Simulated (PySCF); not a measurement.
# NiSe: frontier orbitals

PBE at R = 2.086 Å; basis Ni x2c-TZVPPall, Se x2c-TZVPPall; spin-free X2C with a Gaussian nucleus; PySCF 2.14. State: ³Σ⁻ (triplet), unpaired electrons π ↑↑. Only the outer orbitals are listed, counted within each symmetry.

| spin | orbital | occ. | ε (eV) | on Ni (%) | main shells (%) |
| --- | --- | --- | --- | --- | --- |
| α | 13σ | 1 | -8.00 | 46 | 51 Se p, 37 Ni d, 8 Ni s |
| α | 6π | 1 | -7.47 | 72 | 71 Ni d, 28 Se p |
| α | 6π | 1 | -7.47 | 72 | 71 Ni d, 28 Se p |
| α | 14σ | 1 | -5.82 | 80 | 54 Ni d, 26 Ni s, 20 Se p |
| α | 2δ | 1 | -5.66 | 100 | 100 Ni d |
| α | 2δ | 1 | -5.66 | 100 | 100 Ni d |
| α | 7π | 1 | -5.60 | 31 | 69 Se p, 27 Ni d |
| α | 7π | 1 | -5.60 | 31 | 69 Se p, 27 Ni d |
| α | 15σ | 0 | -3.44 | 83 | 53 Ni s, 26 Ni p, 17 Se p |
| α | 8π | 0 | 0.25 | 92 | 88 Ni p |
| α | 8π | 0 | 0.25 | 92 | 88 Ni p |
| β | 13σ | 1 | -7.64 | 42 | 54 Se p, 32 Ni d, 9 Ni s |
| β | 6π | 1 | -6.24 | 54 | 52 Ni d, 46 Se p |
| β | 6π | 1 | -6.24 | 54 | 52 Ni d, 46 Se p |
| β | 14σ | 1 | -5.46 | 84 | 57 Ni d, 27 Ni s, 15 Se p |
| β | 2δ | 1 | -5.03 | 100 | 100 Ni d |
| β | 2δ | 1 | -5.01 | 100 | 100 Ni d |
| β | 7π | 0 | -4.33 | 51 | 49 Se p, 47 Ni d |
| β | 7π | 0 | -4.33 | 51 | 49 Se p, 47 Ni d |
| β | 15σ | 0 | -3.05 | 83 | 53 Ni s, 24 Ni p, 17 Se p |

Problem. Which are the highest filled and the lowest empty level, where do they sit, and how wide is the gap?

Solution. Highest filled β 2δ at -5.01 eV (in %: 100 Ni d); lowest empty β 7π at -4.33 eV (in %: 49 Se p, 47 Ni d); the gap at PBE is 0.68 eV.

The bond order (Mayer) is 2.11 and the ⟨S²⟩ is 2.006. The charge on Ni (Mulliken, basis-dependent) is 0.25, the charge on Ni (Löwdin, basis-dependent) is -0.25 and the dipole moment (positive dipole means Ni(−)Se(+)) is -2.85 D. The polarisability along the bond is 79.1 bohr³. The polarisability across the bond is 44.0 bohr³.

Spin–orbit coupling is left out. With d or f electrons several states lie close, and the lowest PBE0 determinant need not be the measured ground state.
